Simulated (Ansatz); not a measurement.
`[SiH3]P[NH][GaH2]` + `[NH2][AlH2]` → `[AlH2][NH]P[SiH3]` + `[NH2][GaH2]`  (ligand exchange at a P–N bond)

Isolated molecules relaxed with PBE0-D4/def2-TZVP in Ansatz; ΔE leaves out vibrations. CBS: MP2 limit from def2 TZ/QZ plus the TZ coupled-cluster correction, frozen cores. This one scheme is used for every species. Functionals use def2-TZVPP. B3LYP here is the variant with VWN-RPA as its local correlation; programs differ in this. HSE06 is defined as in plane-wave codes. For Ga outer-core shells are correlated without core-valence functions, which leaves a few kJ/mol of doubt a bond. Scalar relativity is left out up to krypton. Each species was taken in one conformer, which may not be the lowest.

`[SiH3]P[NH][GaH2]`:

```xyz
11

Si   -1.034   -1.462   -0.656
P    -0.570   -0.529    1.349
N     0.896    0.289    0.987
Ga    1.230    1.727   -0.109
H    -0.760   -0.508   -1.769
H    -0.152   -2.646   -0.837
H    -2.456   -1.902   -0.716
H    -1.506    0.530    1.183
H     1.653   -0.043    1.566
H     0.000    2.290   -0.882
H     2.699    2.254   -0.114
```

`[NH2][AlH2]`:

Cartesian coordinates in Å:
```
N 0.328 -0.488 -0.731
Al -0.290 0.431 0.646
H 0.297 -0.180 -1.689
H 0.762 -1.394 -0.670
H -0.943 1.844 0.359
H -0.154 -0.213 2.086
```

`[AlH2][NH]P[SiH3]`:

```xyz
11

Al   -2.170   -0.704   -1.193
N    -0.686   -0.713   -0.199
P    -0.332    0.427    1.034
Si    1.805    0.965    0.543
H    -3.254    0.406   -0.904
H    -2.273   -1.827   -2.303
H     0.022   -1.414   -0.374
H     0.039   -0.422    2.120
H     2.608   -0.245    0.202
H     1.817    1.875   -0.633
H     2.426    1.653    1.707
```

`[NH2][GaH2]`:

Cartesian coordinates in Å:
```
N 0.174 0.936 -0.039
Ga -0.157 -0.845 0.035
H -0.450 1.640 0.318
H 1.003 1.339 -0.440
H -1.501 -1.284 0.697
H 0.931 -1.787 -0.571
```

```tsv
level	ΔE (kcal/mol)	difference from CCSD(T)/CBS
revPBE-D4	0.8	0.4
PBE0-D4	0.4	0.0
B3LYP-D4	0.9	0.5
r2SCANh-D4	0.2	-0.2
r2SCAN0-D4	0.2	-0.2
HSE06-D4	0.4	0.0
ωB97X-V	0.1	-0.3
BLYP	-0.2	-0.6
PBE0	-0.2	-0.6
B3LYP	-0.2	-0.6
r2SCANh	0.1	-0.3
r2SCAN0	0.0	-0.4
RPA@PBE/def2-TZVPP	0.3	-0.1
HF/def2-SVP	-0.4	-0.8
MP2/def2-TZVPP	0.4	0.0
SCS-MP2/def2-TZVPP	0.3	-0.1
CCSD(T)/CBS	0.4	0
```

Largest T1 diagnostic among the species: 0.015.

The D4 term adds +1.1 kcal/mol with B3LYP and +0.6 kcal/mol with PBE0; it sums over pairs of atoms, weighted by their polarisabilities, and B3LYP, whose exchange is more repulsive, gets the larger term. Leaving LDA and LC-ωPBE aside and taking each functional with its dispersion term where it has one, the values, not all of them listed here, spread over 1.0 kcal/mol, from B2PLYP to BLYP-D4.

CCSD(T)/CBS has its own doubt, a few kJ/mol and more with outer-core shells, so smaller differences from it don't rank the levels.
